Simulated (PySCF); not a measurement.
## Electron correlation in Ru²⁺ (ruthenium, charge +2)

[Kr] 4d6, high-spin 5D determinant. All numbers are calculated (PySCF 2.14, scalar relativity through the core potential, in aug-cc-pVDZ-PP with ECP28MDF (5s5p4d2f, 54 functions)). Frozen: 4s2 4p6; 6 electrons correlated.

```tsv
level	correlation energy (mhartree)
CCSD	-84.53
(T)	-0.94
CCSD(T)	-85.47
```

Diagnostics: T1 = 0.0039, D1 = 0.0073, largest double amplitude 0.022.

Task: Is a single reference adequate?

Result: Yes, within this model without spin-orbit coupling: T1 lies below 0.03 and no double amplitude reaches 0.07.
